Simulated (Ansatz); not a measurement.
`OC[Te][SiH2]F` and `C[Te]CO` differ in one atom or group.

Ansatz, PBE0-D4/def2-TZVP geometries, multiplicity 1. Each molecule was computed in one conformer, which needn't be the lowest.

Elements past krypton have def2 core potentials.  Spin–orbit coupling is left out; it splits and shifts lone-pair levels of the heavy atoms by tenths of an eV.

```csv
property,`OC[Te][SiH2]F`
HOMO energy (ωB97M-V/def2-TZVPP) / eV,-8.78
LUMO energy (PBE0/def2-TZVPP) / eV,-0.96
zero-point energy (PBE0-D4/def2-TZVP) / kJ/mol,165.0
HOMO energy (PBE/def2-TZVPP) / eV,-5.67
HOMO–LUMO gap (PBE/def2-TZVPP) / eV,3.90
HOMO–LUMO gap (ωB97M-V/def2-TZVPP) / eV,9.62
```

Task: What does the change do to each property? (Best estimate.)

Result: Computed: 
| property | `C[Te]CO` | shift |
| --- | --- | --- |
| HOMO energy (ωB97M-V/def2-TZVPP) / eV | -8.04 | 0.74 |
| LUMO energy (PBE0/def2-TZVPP) / eV | -0.54 | 0.42 |
| zero-point energy (PBE0-D4/def2-TZVP) / kJ/mol | 207.0 | 42.0 |
| HOMO energy (PBE/def2-TZVPP) / eV | -4.88 | 0.79 |
| HOMO–LUMO gap (PBE/def2-TZVPP) / eV | 3.54 | -0.36 |
| HOMO–LUMO gap (ωB97M-V/def2-TZVPP) / eV | 9.23 | -0.39 |

With PBE0 the HOMO rises by 0.78 eV and the LUMO rises by 0.42 eV, so the gap narrows by about 0.36 eV. PBE moves the HOMO by 0.79 eV and ωB97M-V by 0.74 eV.

Positive LUMOs are unbound, so they and the gaps depend on the basis.
